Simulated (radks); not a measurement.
Task: The rhenium ion Re13+ is in [Kr] 4d10 4f14 5s2. All-electron calculation, scalar-relativistic Kohn-Sham, PBEsol, spin-polarised, spherical densities, finite nucleus; Fermi nuclear charge, rms radius of each element as measured or else 0.836 A^(1/3) + 0.57 fm. Program: a radial shooting solver on a logarithmic mesh with Libxc functionals. Open shells are filled with parallel spins first. One electron is removed from 4f, 5s, 4p, 4d in turn, with full relaxation. Which removal costs least, and what does each cost?

Result: 4f 295.54 eV; 5s 316.72 eV; 4d 511.26 eV; 4p 703.74 eV. The 4f electron leaves first.
